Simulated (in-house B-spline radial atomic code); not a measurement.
**Excitations of S⁴⁺ by several methods**

Full response, energies in eV; labels give the largest channel, * marks a mixed state, a dash one above the method's threshold, and an imaginary frequency an unstable closed-shell reference. Computed with an all-electron radial atomic-structure program (B-spline basis): linear response of the closed shell [Ne] 3s2 with each method's own kernel (bare exchange for TDHF, static screening on G0W0 levels for BSE, the adiabatic kernel for functionals); non-relativistic, point nucleus, no spin-orbit coupling, no double excitations, S, P, D and F terms only.

| method | 3s → 3p 3P | 3s → 3p 1P | 3s → 3d 3D | α (bohr³) |
| --- | --- | --- | --- | --- |
| TDHF | 8.045 | 15.314 | 27.632 | 4.522 |
| BSE on G0W0@HF | 9.514 | 15.893 | 29.790 | 4.082 |
| LDA VWN5 | 10.160 | 15.785 | 27.566 | 4.117 |
| PBE | 9.595 | 15.628 | 26.749 | 4.235 |
| PBE0 | 9.361 | 15.510 | 27.096 | 4.324 |
| B3LYP (VWN-RPA) | 9.533 | 15.706 | 27.098 | 4.204 |
| CAM-B3LYP | 9.534 | 15.714 | 27.334 | 4.202 |
| LC-wPBE | 9.248 | 15.445 | 27.156 | 4.328 |
| wB97X | ? | ? | ? | ? |
| HSE06 | 9.502 | 15.606 | 27.148 | 4.273 |
| BHandHLYP | 9.165 | 15.589 | 27.398 | 4.302 |
| BLYP | 9.586 | 15.804 | 26.670 | 4.135 |
| PBEsol | 9.570 | 15.609 | 26.845 | 4.234 |
| BP86 | 9.626 | 15.672 | 26.776 | 4.209 |
| LDA exchange-only | ? | ? | ? | ? |
| B97-1 | 9.621 | 15.483 | 27.478 | 4.332 |
| RPBE | 9.286 | 15.454 | 26.448 | 4.337 |
| OLYP | 8.452 | 15.194 | 25.980 | 4.473 |

**Question.** What does wB97X give?

**Answer.** 3s → 3p 3P: 10.011; 3s → 3p 1P: 15.697; 3s → 3d 3D: 27.959; α: 4.217 (eV, bohr³).

**Question.** What does LDA exchange-only give?

**Answer.** 3s → 3p 3P: 9.250; 3s → 3p 1P: 15.833; 3s → 3d 3D: 26.719; α: 4.116 (eV, bohr³).
